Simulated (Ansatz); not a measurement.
Cartesian coordinates in Å:
```
O -1.298 -1.060 0.272
Zr -0.094 0.311 -0.218
O 1.626 -0.029 0.490
Br 0.060 0.402 -2.727
Br -0.933 2.499 0.696
H -1.798 -1.809 0.586
H 2.437 -0.314 0.900
```

Charge 0, multiplicity 1. Zr takes the def2 core potential.

(1) List the r2SCAN/def2-TZVPP orbital energies in eV (the Gaussian-basis code of Ansatz). (Best estimate.)

Results:

(1) Ansatz gave: Occupied: -13121.54, -13121.54, -1694.78, -1694.78, -1525.51, -1525.51, -1525.49, -1525.49, -1525.49, -1525.49, -516.42, -516.42, -234.43, -234.43, -174.55, -174.55, -174.50, -174.50, -174.49, -174.49, -68.42, -68.42, -68.40, -68.40, -68.39, -68.39, -68.35, -68.35, -68.35, -68.35, -57.63, -34.83, -34.56, -34.33, -26.01, -25.80, -19.43, -19.33, -13.57, -13.39, -9.45, -9.36, -9.20, -8.80, -8.73, -8.32, -7.87, -7.56, -7.47, -7.35. Lowest empty: -2.15, -1.77, -1.34, -0.97, -0.93, -0.44, 0.62, 0.92.
